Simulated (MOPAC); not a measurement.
MOPAC input (MNDO):

```
MNDO 1SCF GEO-OK AUX(PRECISION=9) THREADS=1
C4H8

C    -1.95105108 1    0.13248936 1   -0.04399183 1
C    -0.50694792 1    0.29325068 1    0.31313964 1
C     0.50694792 1   -0.29325068 1   -0.31313964 1
C     1.95105108 1   -0.13248936 1    0.04399183 1
H    -2.07809854 1   -0.53645292 1   -0.89653654 1
H    -2.40593983 1    1.09501804 1   -0.29633442 1
H    -2.52350439 1   -0.27380771 1    0.79522323 1
H    -0.28987359 1    0.94664166 1    1.15587905 1
H     0.28987359 1   -0.94664166 1   -1.15587905 1
H     2.07809854 1    0.53645292 1    0.89653654 1
H     2.52350439 1    0.27380771 1   -0.79522323 1
H     2.40593983 1   -1.09501804 1    0.29633442 1
```

From the output:

```
                                                       MOPAC v23.2.5 Linux

          FINAL HEAT OF FORMATION =         -3.29217 KCAL/MOL =     -13.77444 KJ/MOL

          COSMO AREA              =        111.70 SQUARE ANGSTROMS
          COSMO VOLUME            =         94.56 CUBIC ANGSTROMS

          IONIZATION POTENTIAL    =          9.874976 EV
          HOMO LUMO ENERGIES (EV) =         -9.875  1.015
          NO. OF FILLED LEVELS    =         12
          MOLECULAR WEIGHT        =         56.1072         POINT GROUP:  C2h

          MOLECULAR DIMENSIONS (Angstroms)

            Atom       Atom       Distance
            H    12    H     6     5.31993
            H    11    H     7     3.31302
            H     9    H     8     2.83489

          SCF CALCULATIONS        =          1

   ATOM   CHEMICAL          X               Y               Z
  NUMBER   SYMBOL      (ANGSTROMS)     (ANGSTROMS)     (ANGSTROMS)

     1       C         -1.95105108  *   0.13248936  *  -0.04399183  *
     2       C         -0.50694792  *   0.29325068  *   0.31313964  *
     3       C          0.50694792  *  -0.29325068  *  -0.31313964  *
     4       C          1.95105108  *  -0.13248936  *   0.04399183  *
     5       H         -2.07809854  *  -0.53645292  *  -0.89653654  *
     6       H         -2.40593983  *   1.09501804  *  -0.29633442  *
     7       H         -2.52350439  *  -0.27380771  *   0.79522323  *
     8       H         -0.28987359  *   0.94664166  *   1.15587905  *
     9       H          0.28987359  *  -0.94664166  *  -1.15587905  *
    10       H          2.07809854  *   0.53645292  *   0.89653654  *
    11       H          2.52350439  *   0.27380771  *  -0.79522323  *
    12       H          2.40593983  *  -1.09501804  *   0.29633442  *

                             CARTESIAN COORDINATES

   1    C       -1.951051080     0.132489360    -0.043991830
   2    C       -0.506947920     0.293250680     0.313139640
   3    C        0.506947920    -0.293250680    -0.313139640
   4    C        1.951051080    -0.132489360     0.043991830
   5    H       -2.078098540    -0.536452920    -0.896536540
   6    H       -2.405939830     1.095018040    -0.296334420
   7    H       -2.523504390    -0.273807710     0.795223230
   8    H       -0.289873590     0.946641660     1.155879050
   9    H        0.289873590    -0.946641660    -1.155879050
  10    H        2.078098540     0.536452920     0.896536540
  11    H        2.523504390     0.273807710    -0.795223230
  12    H        2.405939830    -1.095018040     0.296334420

           Empirical Formula: C4 H8  =    12 atoms

      MOLECULAR POINT GROUP   :   C2h

                  EIGENVALUES
 -38.89011 -32.62590 -26.44135 -20.49077 -15.49082 -15.24098 -14.49511 -14.05648
 -13.46193 -13.09241 -12.42995  -9.87498   1.01494   3.63635   4.23248   4.29694
   4.33219   4.45556   4.86914   5.05983   5.49172   5.83409   6.18057   6.62941

              NET ATOMIC CHARGES AND DIPOLE CONTRIBUTIONS

  ATOM NO.   TYPE          CHARGE      No. of ELECS.   s-Pop       p-Pop
    1          C           0.068109        3.9319     1.20030     2.73159
    2          C          -0.104686        4.1047     1.21824     2.88644
    3          C          -0.104686        4.1047     1.21824     2.88644
    4          C           0.068109        3.9319     1.20030     2.73159
    5          H          -0.005729        1.0057     1.00573
    6          H          -0.003020        1.0030     1.00302
    7          H          -0.003020        1.0030     1.00302
    8          H           0.048347        0.9517     0.95165
    9          H           0.048347        0.9517     0.95165
   10          H          -0.005729        1.0057     1.00573
   11          H          -0.003020        1.0030     1.00302
   12          H          -0.003020        1.0030     1.00302
 DIPOLE           X         Y         Z       TOTAL
 POINT-CHG.     0.000    -0.000     0.000     0.000
 HYBRID        -0.000     0.000    -0.000     0.000
 SUM            0.000    -0.000    -0.000     0.000

          ATOMIC ORBITAL ELECTRON POPULATIONS

     Atom    s        px        py        pz
    1  C   1.20030   0.89642   0.91857   0.91660
    2  C   1.21824   0.94086   0.97961   0.96598
    3  C   1.21824   0.94086   0.97961   0.96598
    4  C   1.20030   0.89642   0.91857   0.91660
    5  H   1.00573
    6  H   1.00302
    7  H   1.00302
    8  H   0.95165
    9  H   0.95165
   10  H   1.00573
   11  H   1.00302
   12  H   1.00302

 **********************
 *                    *
 * JOB ENDED NORMALLY *
 *                    *
 **********************

 == MOPAC DONE ==
```

The geometry given is a B3LYP-D3(BJ)/def2-TZVP minimum.
